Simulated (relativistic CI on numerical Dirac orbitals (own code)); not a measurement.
Energy levels of Au²⁺

Method of calculation: Dirac-Coulomb-Breit CI, orbitals from a KLI potential per configuration, model QED, valence Slater integrals scaled by 0.85, P86 correlation energy added to each configuration (own radial code, finite nucleus).

Configurations in the expansion (outside the closed core [Xe] 4f14): 5d9, 5d8.6s, 5d7.6s2, 5d8.6p, 5d8.5f, 5d7.6s.6p, 5d8.7s, 5d8.6d, 5d8.7p, 5d7.5f2, 5d8.7d, 5d8.6f, 5d8.5g, 5d8.7f, 5d7.6s.7s, 5d7.5f.6s. Levels of other configurations are missing.

```
No.      Configuration  Term     J   E (eV)    %  Lifetime (s)
 41         5d8(1D).6p   2F°   7/2  13.9726   46      8.19e-10
 42            5d7.6s2    4P   1/2  14.2335   73              
 43         5d8(3F).6p   2D°   5/2  14.3090   34      4.51e-10
 44         5d8(3F).6p   4G°   9/2  14.3942   64      8.83e-10
 45         5d8(3F).6p   2F°   5/2  14.3956   31      4.90e-10
 46         5d8(3P).6p   4D°   1/2  14.4564   39      9.96e-10
 47            5d7.6s2    2H  11/2  14.4679  100              
 48         5d8(3F).6p   4F°   7/2  14.4953   57      9.60e-10
 49         5d8(1G).6p   2H°   9/2  14.6071   80      1.67e-09
 50            5d7.6s2    2G   7/2  14.7024   83              
 51         5d8(3F).6p   4D°   3/2  14.7338   39      9.77e-10
 52         5d8(1D).6p   2P°   3/2  14.9776   38      3.30e-10
 53         5d8(1G).6p   2F°   7/2  14.9907   79      3.14e-10
 54         5d8(3P).6p   4P°   5/2  15.0242   30      6.26e-10
 55         5d8(3P).6p   4D°   7/2  15.2489   46      9.42e-10
 56            5d7.6s2    4P   3/2  15.2822   37              
 57         5d8(3F).6p   4D°   1/2  15.2927   57      7.65e-10
 58            5d7.6s2    2D   5/2  15.3103   69              
 59         5d8(3P).6p   2D°   3/2  15.3371   33      5.23e-10
 60         5d8(3F).6p   2F°   5/2  15.4020   58      9.15e-10
 61         5d8(3P).6p   2D°   3/2  15.5882   32      3.88e-10
 62         5d8(3P).6p   4D°   5/2  15.8081   43      8.82e-10
 63         5d8(3P).6p   2S°   1/2  15.8923   52      9.11e-10
 64            5d7.6s2    2H   9/2  15.8985   69              
 65            5d7.6s2    2F   5/2  15.8988   85      6.28e-07
 66         5d8(1G).6p   2H°  11/2  15.9173   92      9.76e-10
 67  5d7(4F).6s<5F>.6p   6D°   9/2  15.9942   49      5.79e-08
 68         5d8(1G).6p   2F°   5/2  16.0624   62      3.86e-10
 69            5d7.6s2    2P   1/2  16.0697   70              
 70         5d8(3P).6p   2D°   3/2  16.0710   42      7.03e-10
```

Energies count from the lowest computed level; ° marks odd parity; lifetimes are radiative, by E1, M1, E2 decay to levels of this space only; some are left blank where a channel outside the calculation adds to the decay or the decay crosses a small, uncertain gap. Percentages are summed over parent terms; the parents shown are those of the largest component, closed shells are left out there, and <> holds an intermediate term.

The mean weight of the leading LS term, summed over parents, in these 30 levels is 56 %, and that of the leading jj configuration (from the same eigenvectors) 72 %, so jj coupling describes them better and the LS labels are nominal.

For a near-neutral ion this model can misplace configurations by up to about 10,000 cm⁻¹ (more where the count of f electrons changes) and terms by 10 to 25 % of their spread. Rates follow the energies as ν³ (E1, M1) or ν⁵ (E2), so they and the lifetimes can be off by large factors. The fine structure of a lone outer electron comes out too small, for d and f at times inverted, and misplaced configurations move strength between like terms. 10 of the 16 excited levels that our extract of the measured tables holds in this range could be paired (the sources list more); they are missed by 4393 cm⁻¹ on average and 6220 at most, and levels without a partner can miss by more.

LS names give the leading component of a level, which can be under half, so a name can repeat, a term be missing and a line seem to break the LS rules.
